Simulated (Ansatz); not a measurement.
Reaction (isomerisation): `F[SiH2]O[SiH3]` → `O[SiH](F)[SiH3]`

Gas-phase electronic energies from Ansatz, PBE0-D4/def2-TZVP geometries. CCSD(T)/CBS is the MP2 limit (def2-TZVPP, def2-QZVPP) plus CCSD(T) − MP2 in def2-TZVPP, frozen cores. Functionals use def2-TZVPP. One conformer a species, not always the lowest.

```
             level  ΔE (eV)
              BLYP     1.09
           r2SCAN0     1.14
             BHLYP     1.30
         CAM-B3LYP     1.23
RPA@PBE/def2-TZVPP     1.21
   CCSD/def2-TZVPP     1.23
CCSD(T)/def2-TZVPP     1.19
    CCSD/CBS(def2)     1.22
```

Question: What does CCSD(T)/CBS give? (Estimate.)

Answer: Computed: +1.18 eV. The listed levels differ from it by -0.09, -0.04, 0.12, 0.05, 0.03, 0.05, 0.01, 0.04 eV.

Largest T1 diagnostic among the species: 0.013.

At CCSD(T), def2-SVP lies −0.03 eV from the extrapolated value and def2-TZVPP +0.00 eV. From r2SCAN to r2SCAN0 (25 % exact exchange), in def2-TZVPP and without D4, ΔE moves by +0.05 eV.
